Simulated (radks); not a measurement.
Problem. Se2+, configuration [Ar] 3d10 4s2 4p2 (the NIST ground configuration). Method: scalar-relativistic Kohn-Sham, MS2 meta-GGA, spin-polarised, spherical densities, finite nucleus; open shells are filled with parallel spins first; meta-GGA in the generalised Kohn-Sham scheme; Fermi nuclear charge, rms radius 4.14 fm; computed with a radial shooting solver on a logarithmic mesh with Libxc functionals. Some entries of the table are withheld. Estimate them.

| orbital | occ. | eigenvalue (eV) | r(max) (bohr) | <1/r> (bohr^-1) |
|---|---|---|---|---|
| 1s up | 1 | -12548.68 | 0.02879 | 34.58 |
| 1s down | 1 | -12548.54 | 0.02879 | 34.58 |
| 2s up | 1 | -1638.830 | 0.1641 | 7.651 |
| 2s down | 1 | -1638.812 | 0.1641 | 7.651 |
| 2p up | 3 | -1440.302 | 0.1319 | 7.472 |
| 2p down | 3 | -1440.189 | 0.1319 | 7.472 |
| 3s up | 1 | -240.7018 | 0.5017 | 2.492 |
| 3s down | 1 | -240.5792 | 0.5019 | 2.490 |
| 3p up | 3 | -177.9993 | 0.5008 | 2.334 |
| 3p down | 3 | -177.8360 | 0.5011 | 2.334 |
| 3d up | 5 | (1) | 0.4545 | 2.030 |
| 3d down | 5 | (2) | 0.4545 | 2.035 |
| 4s up | 1 | -39.1303 | 1.488 | 0.7664 |
| 4s down | 1 | -36.3228 | 1.465 | 0.7770 |
| 4p up | 2 | -26.6303 | 1.694 | 0.6558 |
| 4p down | 0 | -23.8945 | 1.688 | 0.6544 |
| 5s up | 0 | -10.9887 | 3.913 | 0.3046 |
| 4d up | 0 | -10.7879 | 2.483 | 0.4193 |

Solution. 
(1) 3d up eigenvalue (eV): -76.0103
(2) 3d down eigenvalue (eV): -75.7350
